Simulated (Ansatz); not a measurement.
A made-up structure of HSeO2 (charge -1), singlet:

O1  (-0.630, 0.034, 0.812)
Se2  (0.862, 0.409, 1.502)
O3  (-0.358, 0.179, -1.048)
H4  (0.126, -0.622, -1.266)
(Å)

It is relaxed with PBE-D4/def2-SVPD and then PBE0-D4/def2-TZVPD (Ansatz 0.2.0). Atoms count as bonded within 1.22 times the sum of their covalent radii (H–H: 0.88 Å). The end point is not checked to be a true minimum.

Problem. Does its bonding change? (A judgement: the text doesn't fix the answer.)

Solution. Computed: Yes. Formed: O1–O3; broken: none.

Where it ends: The first stage lowers the energy by 0.32 eV in 14 steps. It ends as HSeO₂ ([OH][O][Se]), total charge -1:
```xyz
4
angstrom
O -0.7302 0.1871 0.5082
Se 0.9281 0.2176 1.3430
O -0.5489 -0.0183 -0.9239
H 0.3510 -0.3864 -0.9273
```

Labels in which every atom is bracketed show which atoms are joined, not bond orders.

For scale, one of the runs: PBE0-D4/def2-TZVPD relaxation, 146 basis functions, launched by `ansatz run in.yaml --threads 2 --pin off --events-out ev --progress --plain --max-ram 4352MiB`. The run took about 24 s on 2 CPU threads of an Arm Neoverse V1 (shared host).
